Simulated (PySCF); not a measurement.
CH7NOSi2, SMILES C1N[SiH2]O[SiH2]1. Atoms are numbered in the order given.

```xyz
12

C      1.2906    -0.8822    -0.1710
N      1.3143     0.5340     0.2186
Si    -0.1883     1.2932     0.6470
O     -1.2565     0.1717    -0.0037
Si    -0.5310    -1.1881    -0.6756
H      1.9675    -1.0704    -1.0247
H      1.6041    -1.5651     0.6450
H      2.2326     0.9211     0.4188
H     -0.3357     2.6381     0.0296
H     -0.4709     1.4275     2.1045
H     -0.7183    -1.2085    -2.1508
H     -1.1012    -2.4324    -0.0971
```

Geometry: TPSSh-D3(BJ)/def2-SVP. This is a generated structure with no PubChem entry under its InChIKey; it may be hypothetical. Other conformers were not sampled.

Level of theory: TDDFT-PBE/def2-SVPD (PySCF 2.14.0).

Vertical excitations. 

Computed lowest excited states:
| state | energy (eV) | λ (nm) | f | main pairs |
|---|---|---|---|---|
| S1 | 4.83 | 257 | 0.003 | HOMO→LUMO 100 % |
| S2 | 5.20 | 238 | 0.008 | HOMO→LUMO+1 95 % |
| S3 | 5.39 | 230 | 0.009 | HOMO→LUMO+2 95 % |
| S4 | 6.18 | 200 | 0.003 | HOMO→LUMO+3 99 % |
| S5 | 6.29 | 197 | 0.000 | HOMO−1→LUMO 99 % |
| S6 | 6.33 | 196 | 0.004 | HOMO→LUMO+4 99 % |
| S7 | 6.49 | 191 | 0.005 | HOMO→LUMO+5 98 % |
| S8 | 6.58 | 188 | 0.005 | HOMO−1→LUMO+1 99 % |
| S9 | 6.67 | 186 | 0.005 | HOMO→LUMO+6 93 % |
| S10 | 6.77 | 183 | 0.001 | HOMO−2→LUMO 95 % |
| T1 | 4.73 | 262 | 0 | HOMO→LUMO 100 % |
| T2 | 4.95 | 250 | 0 | HOMO→LUMO+1 100 % |
| T3 | 5.26 | 236 | 0 | HOMO→LUMO+2 100 % |
| T4 | 6.04 | 205 | 0 | HOMO−1→LUMO 99 % |
Triplets are in the Tamm–Dancoff approximation, which puts them higher than full response would, so one can lie above its singlet here.
